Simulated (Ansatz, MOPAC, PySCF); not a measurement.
Dimer: HF (SMILES F) (first 2 atoms) with AsH3 (SMILES [AsH3]); geometry from B3LYP-D3(BJ)/def2-TZVP, rigid monomers moved along the line of their centres of mass till H2···As3 is 2.75 Å.
(charge 0, multiplicity 1):
| atom | x (Å) | y (Å) | z (Å) |
|---|---|---|---|
| F | 0.8330 | -0.5598 | -0.2549 |
| H | 0.5508 | -0.3219 | 0.6061 |
| As | -0.2739 | 0.3750 | 3.1400 |
| H | 0.5167 | -0.0012 | 4.3798 |
| H | -1.6030 | -0.0805 | 3.7143 |
| H | -0.4609 | 1.8207 | 3.5629 |

Interaction energies are E(AB) − E(A) − E(B) at the monomers' geometry in the complex; basis-set methods are counterpoise corrected.

The state reached by PM7 isn't checked; PM7 holds dispersion and hydrogen-bond terms.

Run with Ansatz (a program for electronic structure) with Gaussian orbitals; MOPAC for PM7 (differences of heats of formation); PySCF for the dispersion terms. Values without a source in brackets are computed.

### Question
One of these levels gives -4.13 kcal/mol for the interaction energy. Which?
A. PBE-D3(BJ)/def2-TZVPPD
B. PM7
C. PBE/def2-TZVPPD

### Answer
C, PBE/def2-TZVPPD. The others give -0.58 (PM7), -4.55 (PBE-D3(BJ)/def2-TZVPPD)
